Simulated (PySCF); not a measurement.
C₂H₆SeSi₂, SMILES C#C[SiH2][SiH2][SeH], singlet, GFN2-xTB optimised geometry.

```
11

C      2.27    -0.67    -2.90
C      1.90    -0.67    -1.75
Si     1.31    -0.66     0.00
Si    -1.02    -0.66     0.00
Se    -1.91     1.47     0.00
H      2.60    -0.68    -3.90
H      1.91     0.52     0.64
H      1.82    -1.88     0.63
H     -1.65    -1.33    -1.14
H     -1.63    -1.19     1.22
H     -1.32     1.88    -1.24
```

Density from PBE0/def2-TZVP in PySCF at that geometry.

Minimum of the electron density along straight lines between bonded atoms, close to the bond critical point (lines longer than 1.1 times the sum of covalent radii, or with two minima, are not listed):

```json
[
 {"bond": "C1–C2", "length / Å": "1.203", "ρ at the minimum / e bohr⁻³": "0.423", "∇²ρ there / e bohr⁻⁵": "-1.30", "position (fraction from the first atom)": "0.53"},
 {"bond": "C2–Si3", "length / Å": "1.850", "ρ at the minimum / e bohr⁻³": "0.114", "∇²ρ there / e bohr⁻⁵": "0.30", "position (fraction from the first atom)": "0.61"},
 {"bond": "Si3–Si4", "length / Å": "2.330", "ρ at the minimum / e bohr⁻³": "0.096", "∇²ρ there / e bohr⁻⁵": "-0.17", "position (fraction from the first atom)": "0.48"},
 {"bond": "Si4–Se5", "length / Å": "2.309", "ρ at the minimum / e bohr⁻³": "0.086", "∇²ρ there / e bohr⁻⁵": "-0.01", "position (fraction from the first atom)": "0.35"},
 {"bond": "C1–H6", "length / Å": "1.053", "ρ at the minimum / e bohr⁻³": "0.299", "∇²ρ there / e bohr⁻⁵": "-1.14", "position (fraction from the first atom)": "0.66"},
 {"bond": "Si3–H7", "length / Å": "1.468", "ρ at the minimum / e bohr⁻³": "0.124", "∇²ρ there / e bohr⁻⁵": "0.18", "position (fraction from the first atom)": "0.49"},
 {"bond": "Si3–H8", "length / Å": "1.468", "ρ at the minimum / e bohr⁻³": "0.124", "∇²ρ there / e bohr⁻⁵": "0.18", "position (fraction from the first atom)": "0.49"},
 {"bond": "Si4–H9", "length / Å": "1.465", "ρ at the minimum / e bohr⁻³": "0.125", "∇²ρ there / e bohr⁻⁵": "0.18", "position (fraction from the first atom)": "0.49"},
 {"bond": "Si4–H10", "length / Å": "1.463", "ρ at the minimum / e bohr⁻³": "0.124", "∇²ρ there / e bohr⁻⁵": "0.19", "position (fraction from the first atom)": "0.49"},
 {"bond": "Se5–H11", "length / Å": "1.433", "ρ at the minimum / e bohr⁻³": "0.186", "∇²ρ there / e bohr⁻⁵": "-0.32", "position (fraction from the first atom)": "0.62"}
]
```
